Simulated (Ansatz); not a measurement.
Program: Ansatz. Geometries: PBE0-D4/def2-TZVP. ΔE: electronic, gas phase. CCSD(T)/CBS adds triple-zeta CCSD(T) − MP2 to the extrapolated MP2 energy (def2 sets, frozen cores). This one scheme is used for every species, atoms too. Functionals use def2-TZVPP. B3LYP here is the variant with VWN-RPA as its local correlation; programs differ in this. HSE06 is defined as in plane-wave codes. No spin–orbit coupling; open shells (•) take unrestricted orbitals. Spin–orbit coupling would lower the free atoms: a little for C, Cl, Si.

Reaction (atomization): `C#C[Si](Cl)(Cl)C#C` → 4 C• + 2 Cl• + 2 H• + Si•

```
             level  ΔE (eV)  difference from CCSD(T)/CBS
            PBE-D4    42.73                         1.42
           PBE0-D4    41.69                         0.38
          B3LYP-D4    41.06                        -0.25
        r2SCANh-D4    41.18                        -0.13
          BHLYP-D4    39.60                        -1.71
      CAM-B3LYP-D4    41.08                        -0.23
           ωB97X-V    41.22                        -0.09
           ωB97M-V    41.49                         0.18
          PBE-QIDH    41.43                         0.12
             B3LYP    40.53                        -0.78
           r2SCAN0    40.53                        -0.78
             HSE06    41.46                         0.15
      MP2/def2-SVP    40.31                        -1.00
  CCSD(T)/def2-SVP    38.80                        -2.51
SCS-MP2/def2-TZVPP    41.01                        -0.30
CCSD(T)/def2-TZVPP    40.04                        -1.27
       CCSD(T)/CBS    41.31                            0
```

Largest T1 diagnostic among the species: 0.012.

From BLYP to BHLYP (50 % exact exchange), in def2-TZVPP and without D4, ΔE moves by −1.39 eV: exact exchange takes away binding that semilocal exchange gives to molecules. The D4 term adds +0.53 eV with B3LYP and +0.28 eV with PBE0; it sums over pairs of atoms, weighted by their polarisabilities, and B3LYP, whose exchange is more repulsive, gets the larger term.

For atomizations the MP2-based limit and the directly extrapolated one differ by several kJ/mol either way, and by 10 to 25 for some Ge, Se and Sn compounds, so smaller differences from it don't rank the levels.
